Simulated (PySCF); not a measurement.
Electron affinity of Pd by level of theory

Pd⁻ [Kr] 4d10 5s1 (2S) → Pd [Kr] 4d10 (1S), as a difference of total energies. Computed with PySCF 2.14 in def2-QZVPPD with the def2 core potential (28 electrons) (7s5p4d4f2g, 88 functions), with scalar relativity through the core potential. Correlated levels: valence: 4s2 4p6 frozen. The calculations carry no spin-orbit coupling.

```json
{"method": "UHF", "electron affinity (eV)": "-0.609", "error (eV)": "-1.171"}
{"method": "MP2 (valence)", "electron affinity (eV)": "0.224", "error (eV)": "-0.338"}
{"method": "SCS-MP2 (valence)", "electron affinity (eV)": "0.095", "error (eV)": "-0.467"}
{"method": "CCSD (valence)", "electron affinity (eV)": "0.156", "error (eV)": "-0.406"}
{"method": "CCSD(T) (valence)", "electron affinity (eV)": "0.298", "error (eV)": "-0.264"}
```

Reference: 0.562 eV (measured; photodetachment measurements, as compiled on the Wikipedia data page of electron affinities).

Errors of the correlated levels include the incompleteness of this basis and the frozen core.

A negative affinity means that the anion lies above the atom at that level of theory.

The coupled-cluster amplitudes are large for Pd⁻ (T1 above 0.03 or a double amplitude above 0.15), so a single reference is strained.
